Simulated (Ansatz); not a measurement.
Born–Oppenheimer molecular dynamics of ClH₇OSi₂ (11 atoms, charge 0, multiplicity 1). It starts at the highest image of a converged band. Of that band: Neighbouring images differ by up to 2.0 eV, so the band resolves the path poorly. A vibrational analysis at the climbing image gives one clearly imaginary mode, 805i cm⁻¹: a first-order saddle point.

All numbers below come from Ansatz 0.2.0, RKS PBE0/def2-SVP.

```yaml
ensemble: NVE (velocity Verlet)
time_step: 0.5 fs
steps_asked: 200
starting_velocities_drawn_for: 100 K
seed: 2635
```

First frame:

```xyz
11
Properties=species:S:1:pos:R:3
Si -0.777 0.942 -0.494
Cl 1.125 1.256 1.173
O -0.505 -0.662 -0.411
Si 0.342 -1.805 0.498
H -1.386 1.082 -1.851
H -1.611 1.681 0.479
H 0.785 1.922 -0.403
H 0.350 2.081 -1.175
H 1.787 -1.769 0.145
H 0.126 -1.612 1.957
H -0.236 -3.115 0.081
```

(1) How far do the bonds stretch over the last three quarters of this one trajectory? (Pairs bonded in most of those frames.)

Results:

(1) 
| bond | mean (Å) | spread (Å) | shortest | longest |
| --- | --- | --- | --- | --- |
| Si1–Cl2 | 2.231 | 0.234 | 1.83 | 2.52 |
| Si1–O3 | 1.646 | 0.014 | 1.61 | 1.66 |
| Si1–H5 | 1.489 | 0.011 | 1.47 | 1.51 |
| Si1–H6 | 1.488 | 0.009 | 1.47 | 1.51 |
| O3–Si4 | 1.687 | 0.025 | 1.64 | 1.74 |
| Si4–H9 | 1.489 | 0.003 | 1.48 | 1.49 |
| Si4–H10 | 1.491 | 0.005 | 1.48 | 1.50 |
| Si4–H11 | 1.492 | 0.025 | 1.46 | 1.53 |
| H7–H8 | 0.764 | 0.025 | 0.73 | 0.82 |

Mean temperature of the second half: 1268 K. The conserved energy stayed within 0.085 meV per atom of its start (net change 0.022 meV per atom), so the integration is sound. The system heated up, since it started high on the potential surface and ran downhill. A run of 0.1 ps of so small a system gives no equilibrium averages. The orbitals stay closed-shell, which can raise the energy where a bond breaks towards radicals; this wasn't checked here.

The run took 8.9 min on 2 threads of Intel(R) Xeon(R) Processor @ 2.70GHz (shared host), peak memory 0.24 GiB.
